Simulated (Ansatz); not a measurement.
Basis-set series for CH₅FGeN (`C[NH][GeH][F]`) radical. Charge 0, multiplicity 2. The structure was optimised at the PBE0-D4/def2-TZVP level. It is one conformer, not always the lowest.

Z-matrix (Å, degrees):
```
C
N 1 1.446
H 1 1.097 2 114.0
H 1 1.093 2 109.8 3 121.0
H 1 1.094 2 110.0 3 -121.4
Ge 2 1.833 1 122.0 3 -84.9
H 2 1.011 1 113.4 3 59.1
F 6 1.753 2 101.9 1 -174.1
H 6 1.568 2 106.2 1 -62.5
```

```
functional       basis  functions  energy (Eh)  HOMO (eV)  LUMO (eV)
   PBE0-D4    def2-SVP         99  -2271.83406      -5.84      -2.67
   PBE0-D4  def2-QZVPP        410  -2272.39096      -6.03      -2.83
   ωB97M-V    def2-SVP         99  -2272.10386      -7.88      -0.81
   ωB97M-V  def2-QZVPP        410  -2272.66604      -8.07      -1.09
```

Q: Give the rows for def2-TZVPP. (An estimate is asked.)

A: Ansatz gave: 
```csv
functional,basis,functions,energy (Eh),HOMO (eV),LUMO (eV)
PBE0-D4,def2-TZVPP,211,-2272.33397,-5.98,-2.76
ωB97M-V,def2-TZVPP,211,-2272.61061,-8.02,-0.96
```

HOMO and LUMO are taken over both spins. Scalar relativity is left out up to krypton.
